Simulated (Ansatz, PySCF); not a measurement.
Pair of molecules: H2 (SMILES [H][H]) (first 2 atoms) with CH3NO (SMILES NC=O); geometry from B3LYP-D3(BJ)/def2-TZVP, rigid monomers moved along the line of their centres of mass till H1···O5 is 2.36 Å.
(charge 0, multiplicity 1):
| atom | x (Å) | y (Å) | z (Å) |
|---|---|---|---|
| H | -0.3146 | -0.2150 | 0.4739 |
| H | 0.0056 | -0.0064 | -0.1675 |
| N | 0.9591 | 0.6830 | 3.0453 |
| C | -0.1155 | -0.0300 | 3.4615 |
| O | -0.9070 | -0.5827 | 2.7313 |
| H | 1.1391 | 0.7792 | 2.0590 |
| H | 1.5801 | 1.1198 | 3.7029 |
| H | -0.2017 | -0.0588 | 4.5631 |

Interaction energies are E(AB) − E(A) − E(B) at the monomers' geometry in the complex; basis-set methods are counterpoise corrected. Rows marked so take none.

Correlated levels freeze the cores. Rows in 3-21G, 6-31G*, STO-3G carry no dispersion term and start afresh at each structure (6-31G* with six Cartesian d functions). MP2/6-31G* freezes PySCF's default core.

The values were computed with Ansatz (a program for electronic structure); PySCF for 3-21G rows, 6-31G* rows, STO-3G rows, the dispersion terms. Each number belongs to the level named beside it.

```tsv
level	interaction energy (kcal/mol)
HF/STO-3G (no counterpoise)	-0.07
PBE-D4/def2-TZVPPD	-0.97
BP86/6-31G* (no counterpoise)	-0.75
r2SCAN-D4/def2-TZVPPD	-0.59
B3LYP/3-21G (no counterpoise)	-3.54
B3LYP-D3(BJ)/def2-TZVPPD	-0.76
PBE0-D3(BJ)/def2-TZVPPD	-0.97
MP2/6-31G*	0.65
SCS-MP2/aug-cc-pVTZ	…
```

Task: Some entries are withheld; supply them.

Result: 
- SCS-MP2/aug-cc-pVTZ, interaction energy (kcal/mol): -0.27
